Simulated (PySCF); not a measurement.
Isomers of C7H7ClO, mass 142.019 u with the commonest isotopes. Level of theory: PBE0/def2-SVPD in PySCF (dipole) on a GFN2-xTB geometry, gas phase. One conformer each, none proved a minimum here; rigid rotors.

Problem. Order these by dipole moment, smallest first.
A. `[OH:1][CH2:2][c:3]1[cH:4][cH:5][c:6]([Cl:7])[cH:8][cH:9]1` with H–O1–C2–C3 -55°, O1–C2–C3–C4 86°
B. `[CH:1]#[C:2][C@@H:3]1[C@@H:4]2[O:5][C@@H:6]2[CH2:7][C@@H:8]1[Cl:9]` with C2–C3–C4–O5 -78°, C3–C4–O5–C6 -97°, C4–O5–C6–C7 98°, O5–C6–C7–C8 -47°
C. `[CH3:1][O:2][C:3]1=[CH:4][CH:5]=[CH:6]/[C:7]1=[CH:8]\[Cl:9]` with C1–O2–C3–C4 0°

Solution. A (1.24 D), C (2.20 D), B (3.61 D).

Problem. Order these by out-of-plane moment Σ m c² = (Ia + Ib − Ic)/2, largest first.
A. `[CH:1]#[C:2][C@@H:3]1[C@@H:4]2[O:5][C@@H:6]2[CH2:7][C@@H:8]1[Cl:9]` with C2–C3–C4–O5 -78°, C3–C4–O5–C6 -97°, C4–O5–C6–C7 98°, O5–C6–C7–C8 -47°
B. `[OH:1][CH2:2][c:3]1[cH:4][cH:5][c:6]([Cl:7])[cH:8][cH:9]1` with H–O1–C2–C3 -55°, O1–C2–C3–C4 86°
C. `[CH3:1][O:2][C:3]1=[CH:4][CH:5]=[CH:6]/[C:7]1=[CH:8]\[Cl:9]` with C1–O2–C3–C4 0°

Solution. A (63.91 u·Å²), B (21.09 u·Å²), C (1.60 u·Å²).

Problem. Order these by radius of gyration √(Σ m r²/M), largest first.
A. `[CH3:1][O:2][C:3]1=[CH:4][CH:5]=[CH:6]/[C:7]1=[CH:8]\[Cl:9]` with C1–O2–C3–C4 0°
B. `[OH:1][CH2:2][c:3]1[cH:4][cH:5][c:6]([Cl:7])[cH:8][cH:9]1` with H–O1–C2–C3 -55°, O1–C2–C3–C4 86° (4-chlorobenzyl alcohol)
C. `[CH:1]#[C:2][C@@H:3]1[C@@H:4]2[O:5][C@@H:6]2[CH2:7][C@@H:8]1[Cl:9]` with C2–C3–C4–O5 -78°, C3–C4–O5–C6 -97°, C4–O5–C6–C7 98°, O5–C6–C7–C8 -47°

Solution. B (2.442 Å), A (2.344 Å), C (1.940 Å).

```tsv
SMILES	point group	Ia (u·Å²)	Ib (u·Å²)	Ic (u·Å²)	κ	μa (D)	μb (D)	μc (D)
COC1=CC=C/C1=C\Cl	Cs	204.06	577.64	778.49	-0.75	2.13	0.55	0.00
OCc1ccc(Cl)cc1	–	110.98	757.30	826.10	-0.97	0.48	0.89	0.72
C#C[C@@H]1[C@@H]2O[C@@H]2C[C@@H]1Cl	C1	258.41	339.77	470.37	-0.06	1.69	1.32	2.90
```
